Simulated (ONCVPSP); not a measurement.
# Ca: one change to an ONCV potential, before and after

| Quantity | Value |
| --- | --- |
| Element | Ca (Z = 20) |
| Generator | ONCVPSP 4.0.1 |
| Type | optimised norm-conserving Vanderbilt (ONCV) |
| Functional | PBEsol |
| Relativity | scalar-relativistic |
| Frozen core | [Ne] |
| Valence charge | 10 |
| Reference configuration | 3s2 3p6 4s1.5 (charge +0.5) |
| Partial waves | 3s+4s: rc 1.50 bohr, ncon 3, nbas 7, qcut 9.9 1/bohr, 2 projectors; 3p: rc 1.40 bohr, ncon 4, nbas 9, qcut 12 1/bohr, 2 projectors, debl 2.1 Ha; d scattering state at 0.07 Ha: rc 1.35 bohr, ncon 4, nbas 8, qcut 6.6 1/bohr, 2 projectors, debl 2.4 Ha; f scattering state at 0.2 Ha: rc 1.40 bohr, ncon 4, nbas 7, qcut 6.8 1/bohr, 2 projectors, debl 0.6 Ha |
| Local potential | polynomial inside 1.20 bohr (lpopt 5, dvloc0 4 Ha) |
| Core correction | Teter function, fcfact 5, rcfact 1.4 |

In the d channel the program set the typed energies aside and used 0.050, 2.450 Ha.

All-electron outer shells of the reference configuration (PBEsol, scalar-relativistic, ld1.x):

```json
{"shell": "3s", "level (eV)": "-50.23", "outermost node (bohr)": "0.45", "outermost maximum (bohr)": "0.99"}
{"shell": "3p", "level (eV)": "-31.21", "outermost node (bohr)": "0.42", "outermost maximum (bohr)": "1.04"}
{"shell": "4s", "level (eV)": "-6.28", "outermost node (bohr)": "1.42", "outermost maximum (bohr)": "3.29"}
```

Change: s: qcut 8.8; p: qcut 10.7; d: qcut 5.9; f: qcut 6.1.

Cutoffs: the cutoffs (Ha) at which the residual kinetic energy of the hardest occupied pseudo-wave falls to 1 and 0.1 mHa per electron; they do not see the model core or the augmentation charge, which bear on the density cutoff. Errors are all-electron minus pseudo energies relative to the spin-unpolarised reference configuration.

Task: What does the change do?

Result: The potential gets softer (30 Ha and 40 Ha → 26 Ha and 36 Ha); of the 4 tests that both files solve, the error grows in 1 and shrinks in 0 by more than 15 % and 0.3 meV (median size 0.3 → 0.2 meV); neither file shows a bound ghost.

```csv
quantity,base,changed
"cutoff, loose",30 Ha,26 Ha
"cutoff, tight",40 Ha,36 Ha
loose cutoff by channel,"s 28 Ha, p 30 Ha","s 24 Ha, p 26 Ha"
bound ghosts,none,none
GHOST(+) flags under 300 eV,none,none
"error for 3s2 3p6 4s2, meV [ΔE -2.50 eV]",+0.1,0.0
"error for 3s2 3p6 4s1, meV [ΔE 3.80 eV]",-0.1,-0.1
"error for 3s2 3p6 4s0, meV [ΔE 15.48 eV]",-0.5,-0.4
"error for 3s2 3p5 4s2, meV [ΔE 32.10 eV]",+4.2,+5.9
s: phases at 1.53 bohr within 0.05 rad from the reference energy up to (Ha; the scan ends near 5),to the end of the scan,to the end of the scan
p: phases at 1.42 bohr within 0.05 rad from the reference energy up to (Ha; the scan ends near 5),to the end of the scan,to the end of the scan
d: phases at 1.37 bohr within 0.05 rad from the reference energy up to (Ha; the scan ends near 5),to the end of the scan,to the end of the scan
f: phases at 1.42 bohr within 0.05 rad from the reference energy up to (Ha; the scan ends near 5),to the end of the scan,to the end of the scan
"rms error of d²Exc/dni dnj with the model core, mHa",0.35,0.59
```
